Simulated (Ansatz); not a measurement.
**A geometry optimisation of CH10N2Si2 with PBE0-D3(BJ)/def2-SVP**

The starting geometry of this gas-phase singlet was optimised with GFN2-xTB; its bonds are those of `C[SiH2]N[SiH2]N`.

```xyz
15

C    -2.8246    1.6301    2.1290
N    -1.0083    0.0499    0.4243
N     1.7027   -0.1377    0.3245
Si   -2.6733    0.2365    0.8578
Si    0.3883   -0.0693    1.4423
H    -2.3622    2.5442    1.7703
H    -2.3431    1.3621    3.0638
H    -3.8660    1.8483    2.3450
H    -3.3678    0.5721   -0.3925
H    -3.2412   -0.9977    1.4269
H    -0.8649   -0.3574   -0.4859
H     0.4763   -1.3197    2.2033
H     0.3524    1.0870    2.3451
H     2.6247   -0.2835    0.7013
H     1.7434    0.5704   -0.3921
```

Task: Predict what it relaxes into with PBE0-D3(BJ)/def2-SVP.

Result: It keeps its bonds, and is `C[SiH2]N[SiH2]N`.

The energy falls by 0.17 eV over 32 steps:

| step | E − E(last) (eV) |
| --- | --- |
| 1 | 0.168 |
| 4 | 0.028 |
| 8 | 0.012 |
| 11 | 0.010 |
| 15 | 0.009 |
| 18 | 0.007 |
| 22 | 0.004 |
| 25 | 0.001 |
| 29 | 0.000 |
| 32 | 0.000 |

Final geometry (Å):

```tsv
atom	x (Å)	y (Å)	z (Å)
C	-2.6784	1.9046	1.7874
N	-1.1040	-0.2742	0.4416
N	1.6519	0.3675	0.6023
Si	-2.6786	0.1832	1.0435
Si	0.3600	-0.5067	1.3397
H	-2.3665	2.6537	1.0433
H	-1.9834	1.9575	2.6403
H	-3.6819	2.1745	2.1530
H	-3.6097	0.1256	-0.1268
H	-3.1741	-0.7790	2.0795
H	-1.0508	-0.4645	-0.5552
H	0.8553	-1.9182	1.3835
H	-0.0217	-0.1036	2.7347
H	2.6059	0.0399	0.6967
H	1.6124	1.3750	0.4997
```

The end wasn't checked by frequencies. Run with Ansatz 0.2.0, 80 s on 2 threads of Intel(R) Xeon(R) Platinum 8488C (Sapphire Rapids), with other jobs on the host.
